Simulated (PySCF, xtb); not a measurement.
C4H8OSi, SMILES OCC[SiH2]C#C.

GFN2-xTB in xtb at its own geometry gives an orbital gap of 5.01 eV and a dipole moment of 1.74 D.

The structure is a stationary point at r2SCAN-D4/def2-SVP. This is a generated structure with no PubChem entry under its InChIKey; it may be hypothetical. Other conformers were not sampled.

What does PBE/def2-TZVP in PySCF give? (An estimate is asked for; the answer gives what the named calculation found.)

gap 5.36 eV (levels -6.38 and -1.01 eV), dipole 1.69 D.
